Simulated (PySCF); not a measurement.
Ranking problems on computed properties.

Each SMILES stands for a single optimised conformer of the isolated species, non-relativistic unless stated. Electronic properties by PySCF.

Dipoles, sizes and rotational constants follow the conformer. The torsions of the flexible species, by atom-mapped SMILES:
- `[CH2:1]=[C:2][C:3](=[O:4])[CH:5]([CH3:6])[CH3:7]`: C2–C3–C5–C6 154°
- `[CH2:1]=[CH:2][C@@H:3]([C:4]=[O:5])[CH2:6][CH3:7]`: C1–C2–C3–C4 101°, C2–C3–C4–O5 -15°, C2–C3–C6–C7 65°
- `[CH3:1][CH2:2][C:3]1=[C:4][CH2:5][CH2:6][O:7]1`: C1–C2–C3–C4 -107°
- `[CH2:1][O:2][CH:3]=[C:4]1[CH2:5][CH2:6][CH2:7]1`: C1–O2–C3–C4 -177°
- `[CH3:1]/[C:2](=[CH:3]\[Cl:4])[SiH:5][C:6]#[N:7]`: C1–C2–Si5–C6 1°
- `[CH2:1]=[CH:2][C@@H:3]1[CH:4][C@H:5]1[O:6][CH3:7]`: C1–C2–C3–C4 -154°, C4–C5–O6–C7 165°
- `[H]/[C:1]=[CH:2]\[C:3](=[O:4])[CH:5]([CH3:6])[CH3:7]`: C1–C2–C3–O4 -176°, C2–C3–C5–C6 -158°
- `[CH2:1][CH2:2][C@H:3]([CH:4]=[CH2:5])[CH:6]=[O:7]`: C1–C2–C3–C4 -63°, C2–C3–C4–C5 131°, C2–C3–C6–O7 16°

**Question.** Rank by isotropic g value, highest first (unrestricted B3LYP/pcH-1, mean-field spin–orbit at GFN2-xTB geometries).
A. `C=[C]C(=O)C(C)C` [radical]
B. `C=C[C@@H]1[CH][C@H]1OC` [radical]
C. `CCC1=[C]CCO1` [radical]
D. `CC(C)C(=O)/C=[C]\[H]` [radical]
E. `CC[C@H]([C]=O)C=C` [radical]
F. `C(=C(/C)[SiH]C#N)/Cl` [radical]
G. `[CH2]OC=C1CCC1` [radical]
H. `C[C]1CC=C(C)O1` [radical]

**Answer.** A (2.00469), F (2.00382), G (2.00316), H (2.00296), B (2.00270), D (2.00245), C (2.00180), E (2.00038).

**Question.** Rank by smallest rotational constant, lowest first (GFN2-xTB).
A. `[CH2]C[C@H](C=C)C=O` [radical]
B. `C=C[C@@H]([C]=O)CC` [radical]
C. `O=C([C]=C)C(C)C` [radical]
D. `C/C(=C\Cl)[SiH]C#N` [radical]

**Answer.** D (0.654 GHz), B (1.379 GHz), A (1.434 GHz), C (1.552 GHz).

**Question.** Give the two extremes of that set in cm⁻¹.

**Answer.** `C/C(=C\Cl)[SiH]C#N` [doublet state]: 0.0218 cm⁻¹; `C=[C]C(=O)C(C)C` [doublet state]: 0.0518 cm⁻¹.
